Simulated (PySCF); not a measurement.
## A series of derivatives of Cn1cccn1

Parent skeleton `[CH3:1][n:2]1[cH:3][cH:4][cH:5][n:6]1`; one hydrogen on atom 4 is replaced by X. Hydrogens on one atom are averaged.

- PBE0/pcSseg-1 with gauge-including orbitals
- GFN2-xTB structure
- program: PySCF 2.14.0 with density-fitted response routines
- one averaged value for each set of equivalent atoms, no solvent, a single conformation, non-relativistic Hamiltonian

Chemical shifts δ = σref − σ; ¹³C (186.93 ppm) and ¹H (31.72 ppm) vs TMS; ¹⁵N (267.73 ppm) vs NH3, all at this level.

Parent (X = H): C1 39.5, N2 225.4, C3 131.7, C4 112.8, C5 141.0, N6 352.0, H(C1) 4.06, H(C3) 7.39, H(C5) 7.46 ppm. Effects are Δδ = δ(X) − δ(H), positive for deshielding.

Question: Give Δδ (ppm) for X = SO2CH3, COOCH3, F.

Answer: 
```csv
X,SMILES,C1,N2,C3,C4,C5,N6,H(C1),H(C3),H(C5)
SO2CH3,Cn1cc(S(C)(=O)=O)cn1,+0.4,+2.7,+4.3,+23.4,-1.0,+3.4,+0.04,+0.27,+0.11
COOCH3,COC(=O)c1cnn(C)c1,+0.4,+4.0,+7.3,+10.1,+3.7,-1.9,-0.03,+0.56,+0.43
F,Cn1cc(F)cn1,+1.4,-11.5,-13.1,+49.1,-12.5,-7.3,-0.08,-0.13,-0.16
```

Question: Which position responds most, and to which substituents?

Answer: C4: from +10.1 ppm with COOCH3 to +49.1 ppm with F.

Experimental scales use liquid or dissolved standards, which lie at an offset from isolated NH3 (liquid NH3: subtract about 20 ppm). Unscaled 15N shifts of sp2 nitrogen come out 20 to 40 ppm too high even then.
